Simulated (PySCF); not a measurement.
## Computed properties of GeI2, SMILES [I][Ge][I]

GeI2, SMILES [I][Ge][I] (connectivity only; charge and spin as stated), neutral, multiplicity 1. Geometry optimised at B3LYP-D3(BJ)/def2-SVP. The isomer is the one that the SMILES or the coordinates give; other isomers of the formula were not compared. The def2 effective core potentials stand for the cores of I; spin–orbit coupling is left out. Other conformers were not sampled. All values are computed for the isolated molecule unless a solvent is named; none is compared with measurement here.

**Structure.** The optimised structure has C2v symmetry. All 3 harmonic modes at B3LYP-D3(BJ)/def2-SVP (PySCF) are real, so it is a minimum. With heavy atoms numbered as in [Ge:1]([I:2])[I:3], the shortest bond between them is Ge1–I2 at 2.588 Å and the longest Ge1–I3 at 2.588 Å.

**Vibrations.** The strongest infrared lines (harmonic, unscaled, degenerate partners summed) lie at 226 cm⁻¹ (65 km/mol, Ge 68 %, I 32 %), 227 cm⁻¹ (14 km/mol, Ge 62 %, I 38 %). The softest mode is at 73 cm⁻¹ and the zero-point energy is 0.8 kcal/mol.

**Electronic structure.** r2SCAN/def2-TZVPD (PySCF) places the frontier levels at -6.61 and -4.06 eV, a gap of 2.55 eV, and gives a dipole moment of 1.37 D and a mean polarisability of 113.5 bohr³.

**Excitations.** TDDFT-M06-2X/def2-SVPD (PySCF) has S1 at 2.84 eV (436 nm, f = 0.005, weak); the most intense of the 10 singlets computed lies at 4.95 eV (f = 0.09). T1 (TDA) is at 1.86 eV.
